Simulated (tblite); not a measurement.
C₃H₇OSi (doublet state).
SMILES: `C[Si](C)C=O`

Computed geometry: GFN2-xTB, gas phase. This method treats the open shell by occupation alone, without spin polarisation.

Masses are those of the commonest isotopes; rigid-rotor values at the optimised geometry. 

Task: Give the principal moments of inertia and the rotational constants in cm⁻¹.

Result: Ia = 90.69, Ib = 187.09, Ic = 271.57 u·Å²; 505379 MHz·u·Å²/I gives 5573, 2701 and 1861 MHz, that is A = 0.18589, B = 0.09010, C = 0.06207 cm⁻¹.

Task: Classify the top.

Result: An asymmetric top. Ray's parameter κ = (2B − A − C)/(A − C) = -0.547; −1 is the prolate and +1 the oblate limit.

Task: What does the inertial defect say?

Result: Not planar: Δ = Ic − Ia − Ib = -6.21 u·Å². For a rigid frame Δ = −2 Σ m c², so Σ m c² = 3.10 u·Å² lies off the ab plane, practically all of it from hydrogen. The atom farthest from that plane is 0.90 Å away.

Task: Give the other two planar moments, Paa and Pbb, and the rms extents of the mass along the axes.

Result: Paa = Σ m a² = (Ib + Ic − Ia)/2 = 183.99 and Pbb = Σ m b² = (Ia + Ic − Ib)/2 = 87.58 u·Å². With the mass M = 87.03 u, the rms extents √(P/M) along a, b and c are 1.45, 1.00, 0.19 Å.

Task: List the rotational levels J(Ka,Kc) to J = 2 (K).

Result: Above 0(0,0), as E/k:
J = 1: 1(0,1) 0.219, 1(1,1) 0.357, 1(1,0) 0.397
J = 2: 2(0,2) 0.649, 2(1,2) 0.754, 2(1,1) 0.875, 2(2,1) 1.289, 2(2,0) 1.296

For this open shell read J as N, the rotation without spin; fine and hyperfine splittings come on top. Its GFN2-xTB frequencies are all real (lowest 60 cm⁻¹). These are rigid-rotor constants of the computed structure; measured ground-state constants (B0) also hold zero-point vibration.

Shape of the structure used: `[CH3:1][Si:2]([CH3:3])[CH:4]=[O:5]`: C1–Si2–C4–O5 0°.
